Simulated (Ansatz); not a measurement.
Naphthyltetrahydrothiophenium benzoate, `CCCCOc1ccc([S+]2CCCC2)c2ccccc12.O=C([O-])c1ccccc1`. Total charge 0; singlet. Geometry PBE-D4/def2-SVP, basis def2-SVP, Ansatz.

```json
{"run": "A", "HOMO (eV)": "-5.88", "LUMO (eV)": "-1.32"}
{"run": "B", "HOMO (eV)": "-4.32", "LUMO (eV)": "-2.06"}
{"run": "C", "HOMO (eV)": "-6.74", "LUMO (eV)": "-0.33"}
{"run": "D", "HOMO (eV)": "-4.66", "LUMO (eV)": "-2.01"}
{"run": "E", "HOMO (eV)": "-4.55", "LUMO (eV)": "-2.26"}
{"run": "F", "HOMO (eV)": "-4.77", "LUMO (eV)": "-1.97"}
```

Single mean-field runs in def2-SVP are fitted with def2-universal-jkfit.

**Question.** The runs used B97M-V, BHLYP, LDA (SPW92), PBE, PBE0, r2SCAN. Estimate which is which.

**Answer.** A PBE0 (25 % exact exchange); B PBE (0 % exact exchange); C BHLYP (50 % exact exchange); D r2SCAN (0 % exact exchange); E LDA (SPW92) (0 % exact exchange); F B97M-V (0 % exact exchange). Exact exchange lowers occupied and raises empty levels; among semilocal functionals meta-GGAs tend to open the gap a little, and such runs are hard to tell apart. The gap grows from 2.27 eV (PBE) to 6.41 eV (BHLYP).
